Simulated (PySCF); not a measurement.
Saddle point of ZnH$_{2}$Cl$_{2}$, closed shell (ZnCl₂ + H₂ → ZnHCl ([Cl][ZnH]) + HCl; bonds formed: Zn1–H5, Cl2–H4; bonds broken: Zn1–Cl2, H4–H5), PBE0-D4/def2-TZVP structure:

```
5
angstrom
Zn -0.2566 0.4033 -0.4083
Cl 0.4688 -1.7564 0.5017
Cl -1.2309 0.8946 -2.1997
H 0.5764 -0.3259 1.0534
H 0.4424 0.7843 1.0530
```

Energies are electronic, without zero-point energy. Barriers and step energies count from the start structure reached by relaxing down the imaginary mode; all methods use the PBE0-D4 structures, on which another method's saddle can fall below an end. Computed with PySCF 2.14 with density fitting (its default auxiliary sets; JK sets also for MP2 and CCSD(T)) (basis: def2-TZVPP, with def2-QZVPP for the basis limit); correlated methods freeze the cores. The 3s and 3p shells of Cu and Zn are frozen; filled d shells are correlated. B3LYP uses VWN-RPA correlation. Extrapolation: Hartree–Fock as exp(−7.88 √X), correlation as X^−2.97.

```json
{"method": "SPW92", "barrier (kJ/mol)": "94.8", "step energy (kJ/mol)": "69.6"}
{"method": "PBE-D4", "barrier (kJ/mol)": "?", "step energy (kJ/mol)": "80.6"}
{"method": "r2SCAN-D4", "barrier (kJ/mol)": "133.3", "step energy (kJ/mol)": "87.9"}
{"method": "PBE0-D4", "barrier (kJ/mol)": "136.2", "step energy (kJ/mol)": "86.1"}
{"method": "B3LYP-D4", "barrier (kJ/mol)": "146.9", "step energy (kJ/mol)": "85.1"}
{"method": "BHLYP-D4", "barrier (kJ/mol)": "?", "step energy (kJ/mol)": "91.6"}
{"method": "wB97M-V", "barrier (kJ/mol)": "?", "step energy (kJ/mol)": "85.2"}
{"method": "HF", "barrier (kJ/mol)": "196.4", "step energy (kJ/mol)": "103.2"}
{"method": "MP2", "barrier (kJ/mol)": "156.0", "step energy (kJ/mol)": "92.4"}
{"method": "CCSD", "barrier (kJ/mol)": "160.4", "step energy (kJ/mol)": "87.1"}
{"method": "CCSD(T)", "barrier (kJ/mol)": "153.3", "step energy (kJ/mol)": "86.6"}
```

**Question.** Fill in the withheld barriers. (To be estimated.)

**Answer.** By the calculation: BHLYP-D4 161.3; PBE-D4 124.2; wB97M-V 152.3 kJ/mol. Each is the energy of the saddle less that of the start structure, by the same method.

For comparison, the barrier by CCSD(T) at an estimated basis limit (MP2 extrapolated from triple and quadruple zeta, plus CCSD(T) − MP2 in triple zeta) is 158.0 kJ/mol.

No T1 diagnostic of these runs exceeds 0.014.

Labels in which every atom is bracketed show which atoms are joined, not bond orders.

For scale, one of the runs: CCSD(T)/def2-TZVPP, 176 basis functions, launched by `OMP_NUM_THREADS=4 python run.py`. Time: 4.6 min of wall clock on 4 CPU threads of an Arm Neoverse V1; the host was shared. Peak host memory: 1.8 GiB.
